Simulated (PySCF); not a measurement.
## Computed properties of Se(Cl)(OMe) (CH₃ClOSe), SMILES Cl[Se]OC

Se(Cl)(OMe) (CH₃ClOSe), SMILES [Se](OC)Cl. The structure is a stationary point at PBE0-D3(BJ)/def2-SVP. The values are those of a single conformer. All values are computed for the isolated molecule unless a solvent is named; none is compared with measurement here.

**Structure.** All 15 harmonic modes at PBE0-D3(BJ)/def2-SVP (PySCF) are real, so it is a minimum. With heavy atoms numbered as in [Se:1]([Cl:2])[O:3][CH3:4], the shortest bond between them is O3–C4 at 1.415 Å and the longest Se1–Cl2 at 2.195 Å.

**Vibrations.** The strongest infrared lines (harmonic, unscaled, degenerate partners summed) lie at 1088 cm⁻¹ (115 km/mol, O 50 %, C 44 %), 644 cm⁻¹ (44 km/mol, O 69 %, Se 17 %), 3035 cm⁻¹ (40 km/mol, H 97 %). The softest mode is at 104 cm⁻¹ and the zero-point energy is 27.2 kcal/mol.

**Electronic structure.** M06-2X/def2-TZVP (PySCF) places the frontier levels at -7.98 and -1.10 eV, a gap of 6.88 eV, and gives a dipole moment of 1.83 D and a mean polarisability of 53.8 bohr³. PBE/def2-TZVP (PySCF) at the same geometry gives -5.47 and -2.94 eV, so its gap is 4.35 eV narrower. An orbital gap is neither the optical nor the fundamental gap.

**Excitations.** TDA-ωB97X/def2-SVPD (PySCF) has S1 at 3.06 eV (405 nm, f = 0.001, dark); the most intense of the 10 singlets computed lies at 7.80 eV (f = 0.07). T1 (TDA) is at 2.29 eV, 0.77 eV under S1. TDA-PBE/def2-SVPD (PySCF) puts S1 at 2.80 eV.

**NMR.** GIAO shifts at KT2/pcSseg-1 (PySCF) (non-relativistic, atoms alike by connectivity averaged): ¹³C at 69.4 ppm against TMS; ¹H at 4.3 ppm against TMS. Without spin–orbit terms, shifts of atoms bonded to Cl or Br come out too high.
